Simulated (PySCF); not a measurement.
Vertical excitations of a molecule C3H6OSi from TDA-PBE0/def2-SVPD run with PySCF, as energy in eV (oscillator strength): 2.85 (0.001), 5.81 (0.332), 6.36 (0.002), 6.38 (0.006), 6.49 (0.009), 6.57 (0.027), 6.74 (0.000), 6.91 (0.120), 7.18 (0.176), 7.23 (0.001). Lowest triplet (TDA): 2.26 eV. Coordinates come from a ωB97X-D3(BJ)/def2-SVP optimisation. Other conformers were not sampled.

**Question.** Which molecule gave these data?
(A) C=CC(=O)[SiH3]
(B) C1=CO[SiH2]C1
(C) C=C1CO[SiH2]1
(D) C=C1C[SiH2]O1

**Answer.** A, C=CC(=O)[SiH3]
